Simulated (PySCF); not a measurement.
**Working out the ionisation energy of Mn⁷⁺**

Mn⁷⁺ [Ar] (1S) → Mn⁸⁺ [Ne] 3s2 3p5 (2P). Calculation: PySCF 2.14, in an uncontracted even-tempered set (20 s from 0.32 bohr⁻², ratio 2.5; 13 p from 0.42 bohr⁻², ratio 2.5; 5 d from 3.8 bohr⁻², ratio 2.7; 5 f from 5.7 bohr⁻², ratio 2.7); the spin-free X2C one-electron Hamiltonian (Gaussian nucleus). Frozen: 1s2; the 23 highest virtual orbitals dropped. Energies in hartree (1 hartree = 27.21139 eV):

```tsv
part	Mn⁷⁺ (lower)	Mn⁸⁺ (upper)
UHF	-1143.144062	-1135.994244
MP2 opposite-spin	-0.413337	-0.393719
MP2 same-spin	-0.157437	-0.144957
```

Q: What does Hartree-Fock give?

A: (-1135.994244) − (-1143.144062) = 7.149818 hartree = 194.556 eV.

Q: What do MP2 and SCS-MP2 (6/5 opposite-spin, 1/3 same-spin) give?

A: The opposite-spin parts differ by 0.534 eV and the same-spin parts by 0.340 eV. MP2: 194.556 + (0.534) + (0.340) = 195.430 eV. SCS-MP2: 194.556 + 1.2 × (0.534) + (0.340)/3 = 195.310 eV.

A first-order spin-orbit estimate adds -0.500 eV to MP2 (outer shells), giving 194.930 eV against 195.5 ± 0.3 eV (semi-empirical (NIST evaluation); NIST Atomic Spectra Database, ionization energies).

What remains against the reference includes basis incompleteness, the frozen core and correlation beyond second order.
